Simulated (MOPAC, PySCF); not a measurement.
C5H10, SMILES `CCC1CC1` (C–C–C–C torsion 154°), neutral singlet in the gas phase. 

Z-matrix (Å, degrees):
```
C
H 1 1.0867
C 1 1.4956 2 115.84
H 3 1.0828 1 118.64 2 1.77
H 3 1.0839 4 114.35 1 -145.46
C 1 1.4977 2 115.64 3 -67.63
H 6 1.0828 1 118.83 2 -1.38
H 6 1.0842 7 114.35 3 -145.25
C 1 1.5036 2 114.52 6 -145.38
H 9 1.0959 1 109.49 2 -62.42
H 9 1.0962 10 106.12 1 117.15
C 9 1.5200 10 109.80 11 118.54
H 12 1.0924 9 111.55 10 -58.00
H 12 1.0930 13 108.02 9 122.10
H 12 1.0935 13 107.71 14 115.85
```
Charge 0, spin multiplicity 1.

All levels are single points at this geometry (PBE0-D3(BJ)/def2-TZVP); Pople sets use spherical d functions. Orbital energies aren't observables, and empty levels follow the basis.

```json
[
 {"level": "PBE-D3(BJ)/def2-TZVP in PySCF", "HOMO (eV)": "-6.60", "LUMO (eV)": "0.66", "gap (eV)": "7.27", "dipole (D)": "0.12", "vertical IE, Delta-SCF (eV)": "–"},
 {"level": "PBE0-D3(BJ)/def2-TZVP in PySCF", "HOMO (eV)": "-7.88", "LUMO (eV)": "1.46", "gap (eV)": "9.34", "dipole (D)": "0.12", "vertical IE, Delta-SCF (eV)": "–"},
 {"level": "B3LYP/6-31G* in PySCF", "HOMO (eV)": "-7.40", "LUMO (eV)": "2.74", "gap (eV)": "10.14", "dipole (D)": "0.09", "vertical IE, Delta-SCF (eV)": "9.81"},
 {"level": "BP86/6-31G* in PySCF", "HOMO (eV)": "-6.41", "LUMO (eV)": "2.06", "gap (eV)": "8.47", "dipole (D)": "0.09", "vertical IE, Delta-SCF (eV)": "–"},
 {"level": "M06-2X/6-31G* in PySCF", "HOMO (eV)": "-8.90", "LUMO (eV)": "3.87", "gap (eV)": "12.77", "dipole (D)": "0.09", "vertical IE, Delta-SCF (eV)": "–"},
 {"level": "PM7 in MOPAC", "HOMO (eV)": "-10.89", "LUMO (eV)": "2.57", "gap (eV)": "13.47", "dipole (D)": "0.29", "vertical IE, Delta-SCF (eV)": "–"}
]
```
